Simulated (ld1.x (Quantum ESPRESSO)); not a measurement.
u(r) = r·R(r): atom against pseudo-atom (bismuth (Bi))

Columns: radius, all-electron u(r) and pseudo u(r) of the 6p shell (level -7.87 eV) of bismuth in the configuration [Xe] 4f14 5d10 6s2 6p2.5; PBE, scalar-relativistic, TM scheme, ld1.x (Quantum ESPRESSO) 7.5.

```
r (bohr)  all-electron  pseudo
   0.113       -0.1268  0.0019
   0.225        0.0793  0.0076
   0.338        0.1836  0.0173
   0.450        0.0242  0.0311
   0.563       -0.1707  0.0495
   0.675       -0.2823  0.0726
   0.788       -0.2976  0.1011
   0.900       -0.2401  0.1350
   1.013       -0.1386  0.1751
   1.125       -0.0191  0.2204
   1.238        0.1039  0.2714
   1.350        0.2183  0.3261
   1.463        0.3211  0.3835
   1.575        0.4082  0.4404
   1.688        0.4809  0.4949
   1.800        0.5385  0.5434
   1.913        0.5834  0.5846
   2.025        0.6161  0.6163
   2.138        0.6387  0.6387
   2.250        0.6523  0.6523
   2.363        0.6584  0.6584
   2.475        0.6581  0.6581
   2.588        0.6523  0.6523
   2.700        0.6423  0.6423
   2.813        0.6286  0.6286
   2.925        0.6123  0.6123
```

Task: How many radial nodes do the two functions have?

Result: The all-electron 6p function has n − l − 1 = 4 (the table is too coarse to show those close to the nucleus); the pseudo-wave has 0, since the states of the same l below it are removed with the core.

Task: At about which radius was the pseudo-wave matched?

Result: 2.25 bohr. The columns agree to 0.0005 from 2.02 bohr on; several derivatives are matched, so the curves merge somewhat inside the radius.

Task: Where does each function peak?

Result: Outermost all-electron maximum near 2.36 bohr, pseudo maximum near 2.36 bohr (to the table’s step).

Task: Is the pseudo-wave norm-conserving?

Result: Yes: the TM scheme keeps the norm inside the radius equal to the all-electron one, which fixes the energy derivative of the logarithmic derivative at the level.
